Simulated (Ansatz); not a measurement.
Input file for Ansatz (an electronic-structure program): R-MP2/aug-cc-pV(T+d)Z on H3NSi (SMILES N[SiH]), atoms moved off the minimum. Files ending in .json are basis or fitting sets from the Basis Set Exchange.

Ansatz 0.2 input:
```yaml
crystal:
  periodic: [false, false, false]
  atoms:
    - {symbol: Si, position_ang: [-0.25504773, 0.38161848, 0.53174626]}
    - {symbol: H, position_ang: [-0.53680081, 1.52876413, -0.48228729]}
    - {symbol: N, position_ang: [0.40261742, -0.72464280, -0.61331377]}
    - {symbol: H, position_ang: [0.44371627, -0.54599125, -1.59850369]}
    - {symbol: H, position_ang: [0.78774558, -1.62499179, -0.35464989]}
basis:
  gaussian:
    orbitals: aug-cc-pV_T+d_Z.json
magnetization: {spin_polarized: false}
correlation: {method: mp2, electrons: outside_noble_gas}
scf: {lower_state_search: off}
output: {forces: true}
```

The head of its log:

```
WARN ansatz: RAYON_NUM_THREADS=1 ignored (pool sized by the plan → 1); use --threads N
Functional definition: HF
these checks for a lower state are left out or cut short: starts, cluster_reference, orbital_swaps, neighbouring_geometries, increment
integrals: 0.20 GiB planned
973 factors; integrals over basis functions are off by at most 1.1e-3 eV
mean field: 0.35 GiB planned
mean field evaluation 1: about -9389.3516 eV, gradient 3.5e1 eV
mean field evaluation 2: about -9389.3522 eV, gradient 3.5e1 eV
mean field evaluation 4: about -9391.9755 eV, gradient 2.6e0 eV
mean field evaluation 8: about -9392.0086 eV, gradient 1.8e-4 eV
mean field -9392.00858063 eV, -345.1499492062 hartree, gradient 2.1e-6 eV, S^2 0.000000; 0 other end points of the search recorded, 0 dependent functions left out; unrestricted orbitals would lower it
6 core orbitals not correlated
reference -9392.00858063 eV, -345.1499492062 hartree; 6, 6 occupied and 158, 158 virtual orbitals, 973 factors
densities: 0.39 GiB planned
```

What total energy does the run end on?

-345.4809 hartree.
